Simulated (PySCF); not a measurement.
C2H6BeSe, SMILES C[CH2][Be][SeH]. Atoms are numbered in the order given.

```xyz
10

Be    -0.0382    -0.5494    -0.3790
C     -0.6318    -1.7324    -1.4261
C     -2.0618    -1.5373    -1.9734
H     -0.5653    -2.7153    -0.9147
H      0.0764    -1.8236    -2.2763
H     -2.1551    -0.5954    -2.5389
H     -2.8060    -1.4997    -1.1605
H     -2.3613    -2.3552    -2.6509
Se     0.7077     0.8987     0.8656
H      0.0652     0.2488     2.0246
```

Geometry optimised at TPSSh-D3(BJ)/def2-SVP. The structure was generated by enumeration; whether it is a known compound was not checked. The values are those of a single conformer.

Calculation: C-PCM-ωB97X/def2-SVP run with PySCF 2.14.0.

The values are the electrostatic part of the solvation free energy, E(continuum) − E(gas) at the gas-phase geometry, in a cavity of scaled van der Waals radii (PySCF's table); cavitation and dispersion terms are not included. A continuum can't describe solvent molecules that bind to the metal. In vacuum the orbital gap is 10.88 eV. The dipole moment in vacuum is 1.10 D.

Computed values in water (ε = 78.36), methanol (ε = 32.61), dimethylsulfoxide (ε = 46.83):
| solvent | ε | ΔG(elec) (kcal/mol) | dipole (D) | gap (eV) |
|---|---|---|---|---|
| water | 78.36 | -4.6 | 1.56 | 11.32 |
| methanol | 32.61 | -4.5 | 1.55 | 11.31 |
| dimethylsulfoxide | 46.83 | -4.6 | 1.55 | 11.31 |
